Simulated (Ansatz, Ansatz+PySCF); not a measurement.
```json
{"atom": "Mg", "x (Å)": "0.0000", "y (Å)": "0.0000", "z (Å)": "-0.9426"}
{"atom": "H", "x (Å)": "0.0000", "y (Å)": "0.0000", "z (Å)": "0.9426"}
```

Basis set: def2-SVP (spherical functions). Frozen core: 1 orbital. Charge 0, multiplicity 2.

Computed with Ansatz (development build ahead of 0.2.0); each method stands on the lowest determinant of its kind that the runs found.

Task: Give the atomization energy at this shape (free ground-state atoms in the same class of orbitals less the molecule, no zero-point energy) of doublet MgH by UHF-CCSD(T), UHF-MP2, ROHF, UHF.

Result:

```
     method  atomization energy
UHF-CCSD(T)             1.16 eV
    UHF-MP2             1.19 eV
       ROHF             1.04 eV
        UHF             1.08 eV
```
